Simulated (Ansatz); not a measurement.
System: CH₅BNO₂ (charge 0, doublet). It need not be the lowest isomer of its formula. 
Geometry from a B3LYP-D3(BJ)/def2-TZVP (Ansatz, a first-principles code) optimisation:
```xyz
10

C      1.8460    -0.7063     0.3859
N      0.9293     0.3086     0.1974
B     -0.4662     0.1873    -0.0935
O     -1.1195    -1.0178    -0.1831
O     -1.1694     1.3486    -0.2906
H      1.5961    -1.7044     0.0605
H      2.8742    -0.4512     0.5800
H      1.2822     1.2454     0.3184
H     -0.5873    -1.7820     0.0534
H     -2.1036     1.1866    -0.4523
```
Charge 0, spin multiplicity 2.

Computed values are from Ansatz. Valence correlation only, unless marked. Open shells are spin-unrestricted. No spin-orbit coupling. No relativistic terms. CBS marks a two-point X^-3 extrapolation of the correlation energy; Hartree-Fock from the larger set.

Task: What is the total energy at CCSD(T)/CBS(cc-pVTZ,cc-pVQZ)?

Result: -270.9831 Eh.

Task: What is the dipole moment at CCSD(T)/aug-cc-pVDZ?

Result: 0.68 D.

Task: What is the atomisation energy De at CCSD(T)/CBS(cc-pVTZ,cc-pVQZ)?

Result: 975.2 kcal/mol.

Task: What is the T1 diagnostic at CCSD/cc-pVQZ?

Result: 0.014.
